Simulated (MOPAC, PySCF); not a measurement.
CH₆Si₂, SMILES `[SiH2]=C[SiH3]`, neutral singlet in the gas phase. 

Z-matrix (Å, degrees):
```
C
H 1 1.0946
Si 1 1.7162 2 118.04
H 3 1.4875 1 121.73 2 -179.99
H 3 1.4904 4 114.47 1 179.98
Si 1 1.8478 2 118.75 3 -179.95
H 6 1.4973 1 109.31 2 179.91
H 6 1.4993 7 108.42 1 122.09
H 6 1.4993 7 108.40 8 115.78
```
Charge 0, multiplicity 1.

All levels are single points at this geometry (PBE-D3(BJ)/def2-TZVP); Pople sets use spherical d functions. Orbital energies aren't observables, and empty levels follow the basis.

```json
[
 {"level": "PBE-D3(BJ)/def2-TZVP in PySCF", "HOMO (eV)": "-5.90", "LUMO (eV)": "-2.48", "gap (eV)": "3.41", "dipole (D)": "1.59", "vertical IE, Delta-SCF (eV)": "8.74"},
 {"level": "B3LYP/6-31G* in PySCF", "HOMO (eV)": "-6.47", "LUMO (eV)": "-1.51", "gap (eV)": "4.96", "dipole (D)": "1.47", "vertical IE, Delta-SCF (eV)": "8.67"},
 {"level": "B3LYP/LANL2DZ in PySCF", "HOMO (eV)": "-6.60", "LUMO (eV)": "-1.61", "gap (eV)": "4.99", "dipole (D)": "1.15", "vertical IE, Delta-SCF (eV)": "–"},
 {"level": "BP86/6-31G* in PySCF", "HOMO (eV)": "-5.85", "LUMO (eV)": "-2.28", "gap (eV)": "3.57", "dipole (D)": "1.35", "vertical IE, Delta-SCF (eV)": "–"},
 {"level": "M06-2X/6-31G* in PySCF", "HOMO (eV)": "-7.69", "LUMO (eV)": "-0.57", "gap (eV)": "7.11", "dipole (D)": "1.59", "vertical IE, Delta-SCF (eV)": "–"},
 {"level": "PBE/6-31G* in PySCF", "HOMO (eV)": "-5.76", "LUMO (eV)": "-2.20", "gap (eV)": "3.56", "dipole (D)": "1.35", "vertical IE, Delta-SCF (eV)": "8.67"},
 {"level": "SVWN5/6-31G* in PySCF", "HOMO (eV)": "-5.86", "LUMO (eV)": "-2.33", "gap (eV)": "3.52", "dipole (D)": "1.32", "vertical IE, Delta-SCF (eV)": "8.84"},
 {"level": "PM3 in MOPAC", "HOMO (eV)": "-8.32", "LUMO (eV)": "-0.58", "gap (eV)": "7.74", "dipole (D)": "0.40", "vertical IE, Delta-SCF (eV)": "–"},
 {"level": "PM7 in MOPAC", "HOMO (eV)": "-9.33", "LUMO (eV)": "-1.00", "gap (eV)": "8.33", "dipole (D)": "0.53", "vertical IE, Delta-SCF (eV)": "–"}
]
```
